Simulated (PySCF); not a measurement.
## Working out the excitation energy of Ne⁺

Ne⁺ [He] 2s2 2p5 (2P) → Ne⁺ [He] 2s1 2p6 (2S). Computed with PySCF 2.14 in aug-cc-pCVTZ-DK (7s6p4d2f, 59 functions), with the spin-free X2C one-electron Hamiltonian (Gaussian nucleus). Frozen: nothing. Energies in hartree (1 hartree = 27.21139 eV):

| part | Ne⁺ (lower) | Ne⁺ (upper) |
| --- | --- | --- |
| UHF | -127.947433 | -126.854359 |
| MP2 opposite-spin | -0.206053 | -0.272142 |
| MP2 same-spin | -0.058489 | -0.072469 |

Q: What does Hartree-Fock give?

A: (-126.854359) − (-127.947433) = 1.093074 hartree = 29.744 eV.

Q: What do MP2 and SCS-MP2 (6/5 opposite-spin, 1/3 same-spin) give?

A: The opposite-spin parts differ by -1.798 eV and the same-spin parts by -0.380 eV. MP2: 29.744 + (-1.798) + (-0.380) = 27.566 eV. SCS-MP2: 29.744 + 1.2 × (-1.798) + (-0.380)/3 = 27.460 eV.

Measured between the centres of the two terms (NIST): 26.878 eV, so MP2 (valence and next inner shell) is off by 0.688 eV.

What remains against the reference includes basis incompleteness and correlation beyond second order.
